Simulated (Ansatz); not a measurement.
Cost and result up the ladder for the cluster HfSi5 (6 atoms). Charge 0, multiplicity 1. Geometry: PBE0-D4/def2-SVP.

Cartesian coordinates in Å:
```
Hf -0.534 0.114 -1.442
Si -2.369 -1.000 -0.085
Si 1.445 0.668 0.197
Si 0.457 2.405 -0.767
Si 1.589 -1.453 0.919
Si -0.588 -0.734 1.177
```

Ansatz on 4 threads of Arm Neoverse V2 on a shared host. Times are rough, and most runs start from the orbitals of an earlier one. No level here is sound enough to serve as a yardstick. Binding counts from free atoms at the same level (Hf triplet, Si triplet; other spins of the atoms weren't run), without zero-point energy or a counterpoise term.

In the def2 sets Hf takes a core potential; there is no spin–orbit coupling. No other spin state of charge 0 was run. Another isomer (singlet) lies 2.06 eV lower at PBE0-D4/def2-TZVP; other spin states weren't run for this one.

Run but left out: CCSD(T)/def2-TZVP (restricted singlet, unstable towards broken spin symmetry).

```csv
level,functions,binding energy per atom (eV),remarks
BLYP-D4/def2-TZVP,225,3.11,restricted SCF unstable in HF
PBE0-D4/def2-TZVP,225,3.24,restricted SCF unstable in HF
revPBE-D4/def2-TZVP,225,3.31,restricted SCF unstable in HF
r2SCAN-D4/def2-TZVP,225,3.30,restricted SCF unstable in HF
PBE-D4/def2-TZVP (with forces),225,3.43,restricted SCF unstable in HF
```

(1) Estimate how long each takes.

## Answers

(1) revPBE-D4/def2-TZVP 3.1 s; BLYP-D4/def2-TZVP 3.4 s; PBE-D4/def2-TZVP (with forces) 3.6 s; PBE0-D4/def2-TZVP 7 s; r2SCAN-D4/def2-TZVP 7.5 s. On shared hardware such times vary by a factor of up to 3.
